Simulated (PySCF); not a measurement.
PySCF 2.14 output of an unrestricted TPSS calculation on a single atom or ion in cc-pVTZ-PP with ECP10MDF, with scalar relativity through the core potential:

```
SCF conv_tol = 1e-09
number electrons alpha = 13  beta = 10
    J. Tao, J. P. Perdew, V. N. Staroverov, and G. E. Scuseria.,  Phys. Rev. Lett. 91, 146401 (2003)
    J. P. Perdew, J. Tao, V. N. Staroverov, and G. E. Scuseria.,  J. Chem. Phys. 120, 6898 (2004)
    J. Tao, J. P. Perdew, V. N. Staroverov, and G. E. Scuseria.,  Phys. Rev. Lett. 91, 146401 (2003)
    J. P. Perdew, J. Tao, V. N. Staroverov, and G. E. Scuseria.,  J. Chem. Phys. 120, 6898 (2004)
cycle= 1 E= -372.690941613844  delta_E= -0.00611  |g|= 0.0885  |ddm|= 0.265
cycle= 2 E= -372.691517486144  delta_E= -0.000576  |g|= 0.0607  |ddm|= 0.12
cycle= 3 E= -372.692137780758  delta_E= -0.00062  |g|= 0.00217  |ddm|= 0.0539
cycle= 4 E= -372.692139514848  delta_E= -1.73e-06  |g|= 1.3e-05  |ddm|= 0.00456
cycle= 5 E= -372.692139514891  delta_E= -4.25e-11  |g|= 5.65e-07  |ddm|= 2.66e-05
converged SCF energy = -372.692139514891  <S^2> = 3.7507769  2S+1 = 4.0003884
```

The run itself started from symmetry-adapted Hartree-Fock orbitals and held the occupation by maximum overlap, on a logarithmic radial grid, so the iterations belong to that start.

Problem. Which element, charge and spin multiplicity is this?

Solution. Se⁺ (selenium, charge +1), multiplicity 4; the state was [Ar] 3d10 4s2 4p3, high-spin 4S determinant.

Energies and moments cover only the electrons outside the core potential.
